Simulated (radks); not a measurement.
Results of a calculation; reference values are marked as such.
Coherent X-ray form factor from a spherical all-electron density. Level of theory: Dirac Kohn-Sham, OLYP, spin-unpolarised, spherical densities, finite nucleus; Fermi nuclear charge, rms radius of each element as measured or else 0.836 A^(1/3) + 0.57 fm (a radial shooting solver on a logarithmic mesh with Libxc functionals).

sin(theta)/lambda (1/angstrom),f0 (electrons)
0.05,5.739
0.1,5.088
0.15,4.300
0.2,3.563
0.25,2.959
0.3,2.504
0.4,1.950
0.5,1.682
0.6,1.534
0.8,1.321
1,1.114
1.25,0.867
1.5,0.659
2,0.374

The species is in the configuration that NIST lists as its ground one. Which atom or ion scatters so?

Answer. Neutral carbon, [He] 2s2 2p2. Extrapolating in s^2 from the first two rows gives f0(0) = 6.0, near the electron count 6; among species with that count, the fall with angle is slower the higher Z, and the table is that of Z = 6; from so few rows the species is fixed only to a neighbour or two.
